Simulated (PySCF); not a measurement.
Electron correlation in Nb²⁺ (niobium, charge +2)

[Kr] 4d2 5p1, one real determinant (an excited configuration). Computed with PySCF 2.14 in ANO-RCC-VTZP, with scalar relativity by spin-free X2C-1e. Frozen: [Ar] 3d10; 11 electrons correlated.

```json
{"level": "CCSD", "correlation energy (mhartree)": "-276.56"}
{"level": "(T)", "correlation energy (mhartree)": "-6.60"}
{"level": "CCSD(T)", "correlation energy (mhartree)": "-283.16"}
```

Diagnostics: T1 = 0.0085, D1 = 0.0336, largest double amplitude 0.060.

The real determinant used has ⟨L²⟩ near 14 against 20 for a pure G term, so it mixes terms.

Cost of the coupled-cluster step: about 22 core-seconds, for 11 correlated electrons.

The reference is one real determinant that mixes LS terms of this configuration.
